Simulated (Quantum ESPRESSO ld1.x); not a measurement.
Values are calculated unless marked as measured or tabulated.
Problem. The mean radii <r> (bohr) of the occupied orbitals of an atom or ion are listed with their occupations. Level of theory: Dirac Kohn-Sham, PBE, spin-unpolarised, spherical densities, point nucleus (ld1.x of Quantum ESPRESSO 7.5).

orbital  occ.      <r>
1s1/2       2  0.02318
2s1/2       2  0.09842
2p1/2       2  0.08243
2p3/2       4  0.08894
3s1/2       2   0.2591
3p1/2       2   0.2486
3p3/2       4   0.2609
3d3/2       4   0.2322
3d5/2       6   0.2361
4s1/2       2   0.5611
4p1/2       2   0.5676
4p3/2       4   0.5889
4d3/2       2   0.5990
4d5/2       3   0.6053

Name the element and its charge. Open shells, if any, are shared by 2j + 1.

Solution. Z = 61, promethium, charge +20: Pm20+ in [Kr] 4d5. The 1s radius gives Z: for a bare nucleus <r> = (2 gamma + 1)/(2Z) with gamma = sqrt(1 - (Z/c)^2), 0.02288 bohr for Z = 61, and screening makes it slightly larger (0.02318 here). The occupations add up to 41, and the charge is Z minus that.
